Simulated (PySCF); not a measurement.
(1E)-1-chloro-1-fluorobuta-1,3-diene (C₄H₄ClF), SMILES F/C(Cl)=C\C=C.

Coordinates come from a r2SCAN-D4/def2-SVP optimisation. Other conformers were not sampled.

Level of theory: PBE0/def2-TZVP run with PySCF.

The molecule is in vacuum.

```
Item                                                                                                             Value
---------------------------------------------------------------------------------------------  -----------------------
total energy                                                                                        -714.50697 hartree
point group                                                                                                         Cs
highest occupied level                                                                                        -6.72 eV
lowest empty level                                                                                            -1.17 eV
orbital gap                                                                                                    5.55 eV
dipole moment                                                                                                   1.16 D
quadrupole, principal values (traceless, Buckingham form, about the centre of nuclear charge)    -4.51, 1.11, 3.40 D·Å
mean static polarisability                                                                       68.3 bohr³ (10.13 Å³)
polarisability, principal values                                                               37.2, 53.3, 114.6 bohr³
```
